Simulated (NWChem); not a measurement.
System: Si₂H₄OClF; SMILES O([SiH2]F)[SiH2]Cl

```xyz
9

Si    -0.0088    -1.7573    -0.5081
F     -0.9170    -2.0804     0.8107
O      0.9957    -0.4708    -0.1722
Si     0.9239     1.1096     0.3548
Cl    -0.9123     1.9340    -0.1687
H     -0.9369    -1.4196    -1.6304
H      0.8658    -2.9355    -0.7833
H      2.0067     1.8753    -0.3342
H      1.0493     1.1604     1.8444
```
Atoms are numbered in this order, from 1.

STO-3G and 3-21G are far too small for this property and stand as cheap habits. Coordinates come from a PBE-D3(BJ)/def2-SVP optimisation.

List the 4 lowest vertical singlet excitations from PBE/3-21G, TDA (NWChem).


| state | energy (eV) | oscillator strength | leading excitation (squared amplitude) |
|---|---|---|---|
| S1 | 7.13 | 0.014 | HOMO → LUMO (0.94) |
| S2 | 7.31 | 0.021 | HOMO−1 → LUMO (0.84) |
| S3 | 7.39 | 0.003 | HOMO → LUMO+1 (0.87) |
| S4 | 7.60 | 0.016 | HOMO−1 → LUMO+1 (0.71) |
